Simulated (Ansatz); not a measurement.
Start from `BBC(=N)Br` and change one atom or group to get `BBC=N`.

Ansatz, PBE0-D4/def2-TZVP geometries, multiplicity 1. Each molecule was computed in one conformer, which needn't be the lowest. `BBC(=N)Br` holds a close contact that its SMILES doesn't draw: Br···B 2.61 Å.

Scalar relativity is left out up to krypton. Spin–orbit coupling is left out; it splits and shifts lone-pair levels of the heavy atoms by tenths of an eV.

```tsv
property	`BBC(=N)Br`
HOMO–LUMO gap (B3LYP/def2-TZVPP) / eV	4.80
HOMO–LUMO gap (ωB97M-V/def2-TZVPP) / eV	9.54
size of the dipole moment (ωB97M-V/def2-TZVPP) / D	2.08
zero-point energy (PBE0-D4/def2-TZVP) / kJ/mol	139.9
HOMO–LUMO gap (PBE/def2-TZVPP) / eV	2.88
LUMO energy (ωB97M-V/def2-TZVPP) / eV	-0.96
```

Question: Give the same properties after the change, and the shifts. (Estimate.)

Answer: Ansatz gave: 
| property | `BBC=N` | shift |
| --- | --- | --- |
| HOMO–LUMO gap (B3LYP/def2-TZVPP) / eV | 4.85 | 0.05 |
| HOMO–LUMO gap (ωB97M-V/def2-TZVPP) / eV | 9.57 | 0.03 |
| size of the dipole moment (ωB97M-V/def2-TZVPP) / D | 2.00 | -0.08 |
| zero-point energy (PBE0-D4/def2-TZVP) / kJ/mol | 163.7 | 23.8 |
| HOMO–LUMO gap (PBE/def2-TZVPP) / eV | 2.95 | 0.07 |
| LUMO energy (ωB97M-V/def2-TZVPP) / eV | -0.13 | 0.83 |

With PBE0 the HOMO rises by 0.87 eV and the LUMO rises by 0.95 eV, so the gap widens by about 0.08 eV. PBE moves the HOMO by 0.84 eV and ωB97M-V by 0.80 eV. Dipoles are sizes alone; their direction can turn.

B3LYP here is the variant with VWN-RPA as its local correlation; programs differ in this.
